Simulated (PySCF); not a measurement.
## Radial density of Ir (iridium, neutral)

UHF, [Xe] 4f14 5d7 6s2, high-spin 4F determinant. All numbers are calculated (PySCF 2.14, a scalar-relativistic core potential, in aug-cc-pVDZ-PP with ECP60MDF). This is the valence pseudo-density: the core potential removes the inner electrons and smooths the orbitals near the nucleus.

```csv
r (bohr),4πr²ρ (e/bohr),4πr²(ρα − ρβ)
0.127,4.969e-05,0.0000
0.213,0.0007690,0.0001
0.359,0.06608,0.0050
0.604,3.635,0.2111
1.02,14.08,1.7990
1.71,6.268,1.7832
2.87,1.537,0.3040
4.83,0.2070,-0.0192
8.13,0.005273,-0.0027
13.7,1.204e-05,0.0000
```

Energies and moments cover only the electrons outside the core potential. Spin-orbit coupling, absent here, splits the open shell strongly.

(1) Where is the radial spin density 4πr²(ρα − ρβ) most negative, and why is it negative at all?

Answers

(1) Around r = 4.83 bohr, down to -0.0192 e/bohr: exchange with the open shell polarises the paired shells in an unrestricted calculation.
